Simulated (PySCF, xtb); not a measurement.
AlOF, SMILES [O]=[Al][F].

GFN2-xTB run with xtb 6.7.1 at its own geometry gives an orbital gap of 3.36 eV and a dipole moment of 2.66 D.

Geometry optimised at B3LYP-D3(BJ)/def2-TZVP.

Q: What does PBE/def2-TZVPD in PySCF give? (An estimate is asked for; the answer gives what the named calculation found.)

A: gap 2.89 eV (levels -6.71 and -3.82 eV), dipole 3.05 D.
